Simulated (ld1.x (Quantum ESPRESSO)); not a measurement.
**What one change does to a pseudopotential (Eu (Z = 63), TM)**

| Property | Result |
| --- | --- |
| Element | europium |
| Generator | ld1.x (Quantum ESPRESSO) 7.5 |
| Type | norm-conserving Troullier–Martins (Kleinman–Bylander form) |
| Functional | PBEsol |
| Relativity | scalar-relativistic |
| Frozen core | [Kr] 4d10 5s2 |
| Valence charge | 15 |
| Reference configuration | 4f7 5p6 5d0.5 6s1.5 6p0 |
| Partial waves | 5p (bound): rc 2.50 bohr; 5d (bound): rc 2.40 bohr; 4f (bound): rc 0.80 bohr; 6s (bound): rc 3.65 bohr |
| Local potential | the s channel |
| Core correction | none |

Change: reference 4f7 5p6 5d0 6s1.75 6p0.25.

Cutoffs: the cutoffs (Ry, on a coarse ladder) from which the occupation-weighted sum of valence levels, in a spherical-Bessel basis at the reference potential, stays within 10 and 1 mRy of its value at 400 Ry; they do not see the model core or the augmentation charge, which bear on the density cutoff. Errors are all-electron minus pseudo energies relative to the spin-unpolarised reference configuration.

Task: What does the change do?

Result: The miss of the reference levels goes from 0.01 to 0.25 eV; neither file shows a bound ghost at the reference potential, the only one tested.

```tsv
quantity	base	changed
cutoff, loose	over 300 Ry	over 300 Ry
cutoff, tight	over 300 Ry	over 300 Ry
bound ghosts	none	none
largest miss of a reference level, eV	0.01	0.25
largest error over its own tests, meV	-670	-785
s: phases at 3.96 bohr within 0.05 rad from the reference energy up to (Ry; the scan ends near 5)	1.1	n/a
p: phases at 3.96 bohr within 0.05 rad from the reference energy up to (Ry; the scan ends near 5)	-0.4	-0.4
d: phases at 3.96 bohr within 0.05 rad from the reference energy up to (Ry; the scan ends near 5)	0.8	0.7
f: phases at 3.96 bohr within 0.05 rad from the reference energy up to (Ry; the scan ends near 5)	0.3	0.3
```

Changed file: These tests converged, but a pseudo level misses the all-electron one widely, so the file describes the atom poorly there or has found another state: 4f6 5p6 5d1 6s1 6p0: 4f by 2.0 eV. The 6p level has no wave, so the channel is fitted at the deeper level alone: the likely source of the large errors.
